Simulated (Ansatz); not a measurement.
Conformers of `[OH][GeH2][NH][SiH](O)F`, each relaxed with PBE0-D4/def2-TZVP in Ansatz. CBS adds the triple-zeta coupled-cluster correction to the MP2 limit.

Outer-core shells of Ge are correlated without core-valence functions. Scalar relativity is left out up to krypton. Spin–orbit coupling is left out.

Not all of them had a frequency check.

Conformer A:

Z-matrix (Å, degrees):
```
Ge
N 1 1.846
O 1 1.774 2 110.6
H 1 1.531 2 108.2 3 115.5
H 1 1.536 2 107.8 3 -120.3
Si 2 1.689 1 123.4 3 62.8
H 2 1.009 1 115.4 3 -98.0
H 3 0.962 1 109.8 2 -55.0
O 6 1.642 2 104.3 1 -12.7
F 6 1.594 2 110.1 1 -132.5
H 6 1.478 2 116.8 1 108.3
H 9 0.958 6 118.1 2 154.7
```

Conformer B:

Cartesian coordinates in Å:
```
O -0.051 1.088 1.599
Ge 0.677 1.347 -0.025
N -0.169 0.124 -1.072
Si -0.515 -1.494 -0.627
O -0.189 -1.675 0.951
F -2.047 -1.757 -0.989
H 0.497 1.410 2.319
H 0.361 2.758 -0.545
H 2.185 1.084 0.118
H -0.676 0.514 -1.853
H 0.238 -2.524 -1.363
H -0.311 -0.876 1.488
```

Which is lowest in electronic energy at CCSD(T)/CBS (frozen core, def2 sets), and by how much? (Estimate.)

Ansatz gave: B; A lies 3.5 kJ/mol higher.

Give the energies relative to B (kJ/mol) with B3LYP-D4/def2-TZVPP, r2SCAN/def2-TZVPP, HF/def2-TZVPP, HF/def2-QZVPP, MP2/def2-QZVPP, HF/CBS(def2), CCSD/CBS(def2). (Estimate.)

The calculation gave: 
| level | A |
| --- | --- |
| B3LYP-D4/def2-TZVPP | 4.0 |
| r2SCAN/def2-TZVPP | 3.4 |
| HF/def2-TZVPP | -1.0 |
| HF/def2-QZVPP | -1.1 |
| MP2/def2-QZVPP | 3.3 |
| HF/CBS(def2) | -1.1 |
| CCSD/CBS(def2) | 2.8 |

B3LYP here is the variant with VWN-RPA as its local correlation; programs differ in this.
